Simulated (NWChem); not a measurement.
Molecule: ZrH₂F₂; SMILES [F][ZrH2][F]

Results from NWChem. def2 effective core potentials on Zr; no spin-orbit coupling. Each level has its own optimisation; frequencies are unscaled.

For level Hartree-Fock/STO-3G (all-electron, non-relativistic):

```yaml
highest harmonic frequency (cm⁻¹): 2366
lowest (cm⁻¹): 168
zero-point energy (kcal/mol): 13.0
```

**Question.** How do the values read with level PBE0/def2-SVP (core potentials) instead?

**Answer.** The highest harmonic frequency (cm⁻¹) comes out as 1749 and the lowest (cm⁻¹) is 158. The zero-point energy (kcal/mol) comes out as 10.0.
